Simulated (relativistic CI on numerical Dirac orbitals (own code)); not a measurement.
## Rh+: 4d valence photoemission

Computed with this model: Dirac-Coulomb-Breit CI, separate exchange-only KLI orbitals for each configuration, a model potential for QED, valence Slater integrals scaled by 0.7, multiplet model of photoemission in the sudden approximation; configurations [Kr] 4d8 → [Kr] 4d7; 300 K; Lorentzian 0.21 eV and Gaussian 0.5 eV FWHM. Energies are those of the free ion, without screening or charge transfer. The energies are binding energies and can lie tens of eV above those of solids. S is read from ⟨S²⟩ = S(S + 1).

Field parameters in Wybourne normalisation: D4h B²₀ = −7Ds, B⁴₀ = 21(Dq − Dt), B⁴₄ = 21√(5/14) Dq. The field is a parameter set, without covalency.

Computed curve for D4h, 10Dq = 12400, Ds = -600, Dt = 760 cm⁻¹, scaled to 100 at the maximum (points under 2 are left out and the grid is thinned):

(Energy (eV), Intensity): (15.4, 2.0), (15.5, 2.3), (15.7, 3.1), (15.8, 3.8), (16.0, 6.1), (16.1, 8.4), (16.2, 12.4), (16.4, 30.9), (16.5, 47.3), (16.6, 67.0), (16.8, 97.3), (16.9, 100.0), (17.1, 89.8), (17.2, 86.6), (17.3, 87.7), (17.5, 94.1), (17.6, 93.4), (17.8, 78.6), (17.9, 69.1), (18.0, 62.0), (18.2, 55.1), (18.3, 52.1), (18.4, 48.4), (18.6, 42.1), (18.7, 39.8), (18.9, 34.0), (19.0, 29.9), (19.1, 25.3), (19.3, 16.4), (19.4, 12.7), (19.6, 8.0), (19.7, 6.9), (19.8, 6.4), (20.0, 5.8), (20.1, 5.4), (20.2, 4.9), (20.4, 3.8), (20.5, 3.3), (20.7, 2.5), (20.8, 2.2)

The ground state has S = 1.00, and the centroid lies at 17.67 eV.
